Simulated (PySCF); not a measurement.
PBE0 on Li- (lithium, charge -1), [He] 2s2, closed-shell 1S. Calculation: PySCF 2.14, in aug-cc-pCVQZ (9s8p6d4f2g, 109 functions); no relativity, point nucleus.

```
cycle= 1 E= -7.48523777178366  delta_E= -0.00136  |g|= 0.00524  |ddm|=  2.4
cycle= 2 E= -7.48528318972861  delta_E= -4.54e-05  |g|= 0.00125  |ddm|= 0.424
cycle= 3 E= -7.4852888627841  delta_E= -5.67e-06  |g|= 0.00035  |ddm|= 0.0608
cycle= 4 E= -7.48528913206264  delta_E= -2.69e-07  |g|= 3.13e-05  |ddm|= 0.0287
cycle= 5 E= -7.48528913509571  delta_E= -3.03e-09  |g|= 2.68e-06  |ddm|= 0.0141
cycle= 6 E= -7.48528913511866  delta_E= -2.3e-11  |g|= 1.5e-07  |ddm|= 0.00129
converged SCF energy = -7.48528913511866  <S^2> = -1.7763568e-15  2S+1 = 1
```

Highest occupied orbital energy: 0.465 eV; ⟨L²⟩ = 0.00; populations by l: s 4.00, p 0.00, d 0.00, f 0.00.

Problem. Can this result be used?

Solution. With care. The calculation finished and met its thresholds. At PBE0 the highest occupied level has a positive energy, so only the finite basis holds that electron; in a semilocal or global hybrid functional this comes from self-interaction and does not mean that the real anion is unbound.
